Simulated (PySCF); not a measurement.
Molecule: `CO[C@H](CF)C(N)=O`, C$_{4}$H$_{8}$FNO$_{2}$.

Geometry (Å), atoms numbered from 1 in this order:
```xyz
16

C     2.036   -0.201    0.411
O     0.659   -0.481    0.557
C    -0.154    0.071   -0.455
C    -0.294    1.593   -0.375
F     0.759    2.227   -0.990
C    -1.560   -0.556   -0.366
N    -1.604   -1.679    0.365
O    -2.511   -0.075   -0.938
H     2.410   -0.572   -0.550
H     2.244    0.869    0.482
H     2.537   -0.722    1.224
H     0.253   -0.180   -1.450
H    -1.205    1.901   -0.896
H    -0.308    1.925    0.668
H    -0.784   -1.970    0.870
H    -2.486   -2.141    0.509
```

Frames of a GFN2-xTB Langevin trajectory at 300 K; GIAO PBE0/pcSseg-1 shieldings in PySCF 2.14, gas phase, non-relativistic; equivalent atoms averaged within each frame.

References, each an isolated molecule treated in the same way: $^{13}$C (186.93 ppm), $^{1}$H (31.72 ppm) against TMS; H2O for $^{17}$O (336.08 ppm); $^{19}$F (170.95 ppm) against CFCl3; NH3 for $^{15}$N (267.73 ppm). The references are static minima.

How do the shifts (ppm) fluctuate along the trajectory?

## Answers


```csv
time (fs),C6,C4,C3,C1,O8,O2,F5,N7,H15,H13
optimised geometry,169.4,92.8,86.4,61.0,396.1,37.3,-249.8,113.9,6.49,5.76
250,168.0,95.6,88.0,68.4,393.2,54.0,-259.0,123.8,6.31,5.42
425,184.5,99.0,81.1,61.8,430.9,30.2,-251.9,124.6,7.67,5.78
625,161.3,90.8,93.1,63.7,387.3,77.8,-259.9,108.0,5.97,5.80
800,181.5,100.9,90.0,67.0,431.9,24.8,-250.5,103.9,5.38,6.85
1000,171.7,79.7,87.2,58.6,390.3,32.0,-253.3,119.2,6.52,5.90
mean of frames,173.4,93.2,87.9,63.9,406.7,43.8,-254.9,115.9,6.37,5.95
standard deviation,9.6,8.4,4.4,3.9,22.6,22.1,4.3,9.4,0.84,0.53
```

5 frames give an uncertainty of the mean of about the standard deviation over 2.2 at best, since frames this close in time may not be independent; classical motion lacks zero-point vibration, and the reference would need the same averaging.
